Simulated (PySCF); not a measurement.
Dipole moment and polarisability of `C[C@@H]1C[Si@@H](CF)N1`

Compound: C4H10FNSi.
Cartesian coordinates in Å at the GFN2-xTB level; atoms count from 1:
```
atom  x, y, z in Å
C1    -2.3557   -0.0769    0.7323
C2    -1.1682    0.3375   -0.1203
C3    -0.3007   -0.8460   -0.5767
Si4    1.0147   -0.2647    0.6778
C5     2.7638    0.2377    0.0890
F6     3.5529    0.5208    1.1883
N7    -0.1232    1.0208    0.6410
H8    -2.0174   -0.7093    1.5499
H9    -2.8489    0.7992    1.1495
H10   -3.0780   -0.6268    0.1339
H11   -1.5155    0.9726   -0.9438
H12   -0.7609   -1.8099   -0.3925
H13   -0.0319   -0.7896   -1.6264
H14    1.1804   -1.1097    1.8682
H15    2.7712    1.1344   -0.5334
H16    3.2740   -0.5662   -0.4454
H17   -0.3635    1.7880    1.2482
```

Level: CAM-B3LYP/def2-SVPD (PySCF), static field, nuclei fixed, core orbitals frozen in the response. The polarisability tensor in these axes (au):

```
x   94.02  0.36  2.15
y    0.36 71.85  0.33
z    2.15  0.33 73.12
```

Q: What are the eigenvalues, a third of the trace, and Δα (Δα² = ½Σ(αi − αj)² over the three pairs)?

A: Principal values 71.77, 72.98 and 94.24 au; mean 79.66 au = 11.80 Å³ = 13.13 × 10⁻⁴⁰ C²·m²/J; Δα = 21.89 au (27 % of the mean).

Q: What is the dipole moment, and where does it point?

A: (-1.69, -0.25, -1.08) D, 2.02 D in size, pointing from the negative to the positive side. Measured along this direction, the outermost atoms are F6 at the negative end and H10 at the positive end.

Q: Give the eigenvalues of the traceless quadrupole moment Θ = ½Σq(3rr − r²1), origin at the centre of nuclear charge.

A: -9.26, 1.27, 7.99 D·Å. The values depend on the origin, since the dipole doesn't vanish. The electronic extent ⟨r²⟩ about the same centre is 1178 bohr², a root-mean-square distance of 2.27 Å for the 64 electrons.

Q: Estimate the molar refractivity from the static electronic polarisability.

A: Lorentz–Lorenz: R = (4π/3)N_A α = 2.5225 cm³/(mol·Å³) × 11.80 Å³ = 29.8 cm³/mol, in the limit of long wavelengths.

Q: What depolarisation ratio follows for Rayleigh scattering of linearly polarised light, taking the static tensor?

A: ρ = 3Δα²/(45ᾱ² + 4Δα²) = 1438.0/(285575 + 1917.4) = 0.005.

Isolated species at its GFN2-xTB geometry (one conformer only).

These values come from a run that also computed excited states. The run took 1.9 min on one thread, Intel Xeon at 2.50 GHz (x86_64), no GPU (shared host), and the process peaked at 1.0 GiB of memory.
